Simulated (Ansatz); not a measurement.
Relaxation of CH6ClFGe (10 atoms, charge 0, multiplicity 1), to a largest force component of 0.03 eV/Å in at most 50 steps.

The calculation used RKS PBE-D4/def2-SVP in Ansatz.

```xyz
10
Properties=species:S:1:pos:R:3
Ge -0.426 0.210 -0.911
F 1.184 0.929 -1.133
H -0.813 -0.272 -2.339
H -1.351 1.355 -0.432
C -0.216 -1.272 0.334
H 1.421 1.820 0.833
Cl 0.730 1.914 1.950
H 0.112 -0.892 1.320
H -1.178 -1.813 0.444
H 0.537 -1.978 -0.066
```

**Question.** Where does it end, and by what steps?

**Answer.** The run converged. The force dipped under the threshold on the way, but the program's further checks kept it going. After 7 steps the energy has fallen by 0.097 eV; Cl7 moved furthest, 0.41 Å.

| step | energy less start (eV) | largest force component (eV/Å) | accepted |
| --- | --- | --- | --- |
| 0 | 0.0000 | 0.313 | yes |
| 1 | -0.0354 | 1.044 | yes |
| 2 | -0.0452 | 0.512 | yes |
| 3 | -0.0883 | 0.289 | yes |
| 4 | -0.0930 | 0.050 | yes |
| 5 | -0.0947 | 0.028 | yes |
| 6 | -0.0965 | 0.025 | yes |
| 7 | -0.0971 | 0.023 | yes |

```xyz
10
Properties=species:S:1:pos:R:3
Ge -0.491 0.198 -0.943
F 1.051 1.131 -0.930
H -0.612 -0.272 -2.415
H -1.589 1.224 -0.566
C -0.239 -1.238 0.345
H 1.317 1.640 0.714
Cl 1.133 1.839 2.007
H 0.050 -0.790 1.316
H -1.179 -1.812 0.469
H 0.560 -1.922 0.002
```

Whether the end is a true minimum wasn't checked by a vibrational analysis.

Run time: 15 s on 2 threads of Arm Neoverse V2, with other jobs on the host, peak memory 0.14 GiB.
